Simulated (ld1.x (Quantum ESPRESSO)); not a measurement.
# N (Z = 7): variants of one ultrasoft potential

Base potential:

* Element: nitrogen
* Generator: ld1.x (Quantum ESPRESSO) 7.5
* Type: ultrasoft
* Functional: LDA (PZ)
* Relativity: scalar-relativistic
* Frozen core: [He]
* Valence charge: 5
* Reference configuration: 2s2 2p2 (charge +1)
* Partial waves: 2s (bound): rcut 0.55, rcutus 0.70 bohr; 2s channel at -1.2 Ry: rcut 0.55, rcutus 0.70 bohr; 2p (bound): rcut 1.35, rcutus 1.70 bohr; 2p channel at 0.65 Ry: rcut 1.35, rcutus 1.70 bohr
* Local potential: all-electron potential smoothed inside 0.75 bohr (lloc = -2)
* Core correction: none
* Augmentation charge: built from norm-conserving waves at rcut, not smoothed further

All-electron outer shells of the reference configuration (LDA (PZ), scalar-relativistic, ld1.x):

```
shell  level (eV)  outermost node (bohr)  outermost maximum (bohr)
   2s      -32.25                   0.32                      0.99
   2p      -20.82                      –                      0.91
```

Cutoffs, loose and tight: the cutoffs (Ry, on a coarse ladder) from which the occupation-weighted sum of valence levels, in a spherical-Bessel basis at the reference potential, stays within 10 and 1 mRy of its value at 400 Ry. They do not see the model core or the augmentation charge, which bear on the density cutoff. Test errors are all-electron minus pseudo excitation energies from the reference, over the configurations 2s2 2p3; 2s2 2p1; 2s2 2p0; 2s1 2p3; 2s1 2p0; 2s2 2p3.3; 2s0 2p5 (two spin-polarised tests are not counted in the largest error). A dash means not determined; rows that change the core or the reference have their own tests. The largest error is taken over the tests solved by every variant that gives reliable tests at all: 2s2 2p0; 2s2 2p1; 2s2 2p3.

A true bound ghost makes a file unfit for plane-wave use even where its test errors are small: the radial tests pick states by their node count and pass the ghost by.

Cutoffs are not given where the Bessel-basis levels miss the radial ones by over 6 mRy, ghosts where they miss by over 20 mRy; a channel whose overlap is not positive is not tested.

| change | outcome | cutoff, loose | cutoff, tight | bound ghosts | largest test error (meV) |
| --- | --- | --- | --- | --- | --- |
| base | generated | – | – | s | +401 |
| non-relativistic | generated | – | – | s | test run stopped at test 1 of 9 (negative rho) |
| local potential all-electron potential smoothed inside 1.18 bohr (lloc = -2) | generated | – | – | not determined | +411 |
| core correction a·sin(br)/r model core inside 0.52 bohr | generated | – | – | s | +256 |
| functional BLYP | generated | – | – | s | +499 |
| waves 2s (bound): rcut 0.55, rcutus 0.74 bohr; 2s channel at -1.2 Ry: rcut 0.55, rcutus 0.74 bohr | generated | – | – | not determined | +414 |
| waves 2p (bound): rcut 1.35, rcutus 1.50 bohr; 2p channel at 0.65 Ry: rcut 1.35, rcutus 1.50 bohr | generated | – | – | s | +401 |

(1) What comes out with this change to the base: type TM; waves now 2p (bound): rc 1.70 bohr; 2s (bound): rc 0.70 bohr; local potential the s channel?

(2) What comes out with this change to the base: wave 2p channel at 0.65 Ry: rcut 1.35, rcutus 1.70 bohr becomes 2p channel at -1.35 Ry: rcut 1.35, rcutus 1.70 bohr?

Answers

(1) outcome: generated; cutoff, loose: 140 Ry; cutoff, tight: 300 Ry; bound ghosts: none; largest test error (meV): +697.

(2) outcome: generated; cutoff, loose: 50 Ry; cutoff, tight: 120 Ry; bound ghosts: s; largest test error (meV): +401.
